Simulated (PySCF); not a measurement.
C₃H₉Ge (SMILES C[CH][CH2][GeH3]), doublet, geometry from GFN2-xTB. Base run: HF/pcseg-1 in PySCF.

Input for PySCF:
```python
from pyscf import gto, scf

mol = gto.M(
    atom='''
C     2.341588    1.088337   -0.232543
C     1.813086   -0.212453    0.235146
C     0.571285   -0.283754    0.990091
Ge   -1.074531   -0.176960   -0.196416
H     3.391747    1.010313   -0.507028
H     2.229698    1.853583    0.536823
H     1.794974    1.444493   -1.117907
H     2.222002   -1.116305   -0.184952
H     0.485135   -1.220316    1.542918
H     0.477787    0.549384    1.690090
H    -1.128612   -1.309313   -1.176367
H    -1.069103    1.077905   -1.016006
H    -2.374402   -0.179787    0.561568
''',
    basis='pcseg-1',
    charge=0,
    spin=1,
    verbose=5,
)

mf = scf.UHF(mol)
mf.kernel()
```

Variants of this job, named by their change:

```tsv
change	ΔE vs base (mEh)	fitting functions	dipole (D)
base	0.000	-	0.52
auxbasis = autoaux	0.845	877	0.52
auxbasis = def2-universal-jfit	18295.8	304	0.49
auxbasis = cc-pvqz-jkfit	0.066	995	0.52
auxbasis = default (with mf = mf.density_fit())	0.096	908	0.52
auxbasis = cc-pvdz-jkfit	525.3	588	0.52
auxbasis = def2-svp-ri	-1374.8	397	0.52
only_dfj = on; auxbasis = def2-universal-jfit	-0.611	304	0.51
auxbasis = even-tempered beta=1.6	0.062	1360	0.52
auxbasis = cc-pvtz-jkfit	0.097	714	0.52
```

A fitting set is made for a task (jfit for Coulomb, jkfit for Coulomb and exchange, ri for correlation) and for a family of orbital bases.

Open shells are given as the SCF converged; they aren't shown to be the lowest states, and a large step between rows can be another state.
